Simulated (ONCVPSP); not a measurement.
**aluminium (Al): from the effect back to the setting (ONCV)**

Base potential:

ONCVPSP 4.0.1 input, shortened (lines: element, Z, core and valence counts, functional; n l f; lmax; l rc ep ncon nbas qcut; lloc lpopt rc5 dvloc0; l nproj debl; icmod fcfact rcfact), PBE, fully relativistic:

```
  Al 13.00    3    2        4      upf
    1    0    2.00
    2    0    2.00
    2    1    6.00
    3    0    2.00
    3    1    1.00
    2
    0    2.25    0.00    3    6    3.40
    1    2.00    0.00    4    7    4.40
    2    1.85    0.16    4    7    5.10
    4    3    1.20   -1.00
    0    2    1.80
    1    3    1.20
    2    2    2.50
    0    0.00    0.00
```

Open shells are filled in proportion to 2j + 1.

Cutoffs, loose and tight: the cutoffs (Ha) at which the residual kinetic energy of the hardest occupied pseudo-wave falls to 1 and 0.1 mHa per electron. They do not see the model core or the augmentation charge, which bear on the density cutoff. Test errors are all-electron minus pseudo excitation energies from the reference, over the configurations 3s2 3p0; 3s1 3p0; 3s2 3p0.5; 3s0 3p3; variants that change the core or the reference have their own tests.

Only the qcut of the s channel is moved:

```tsv
qcut of the s channel (1/bohr)	cutoff, loose	cutoff, tight	bound ghosts	largest test error (meV)	median size of the test errors
2	14 Ha	24 Ha	p3/2, p1/2	+19	1.8 meV
2.5	7.5 Ha	19 Ha	p3/2, p1/2	+23	3.2 meV
2.7	4.5 Ha	17 Ha	p3/2, p1/2	+24	4.4 meV
3	4.2 Ha	16 Ha	p3/2, p1/2	+24	5.9 meV
4.1	5.3 Ha	6.8 Ha	p3/2, p1/2	+24	9.6 meV
4.3	5.5 Ha	7.2 Ha	p3/2, p1/2	+26	9.9 meV
4.7	6.0 Ha	7.9 Ha	p3/2, p1/2	+30	10.5 meV
5.1	6.4 Ha	8.4 Ha	p3/2, p1/2	+32	10.9 meV
```

Task: One more run gave cutoff, loose: 5.0 Ha; cutoff, tight: 6.6 Ha; bound ghosts: p3/2, p1/2; largest test error (meV): +22; median size of the test errors: 8.9 meV. Which value of the qcut of the s channel was used?

Result: 3.8 1/bohr. The median size of the test errors moves one way along this sweep, from 1.8 meV at 2 to 10.9 meV at 5.1 1/bohr, which places the run between 3 and 4.1 1/bohr.
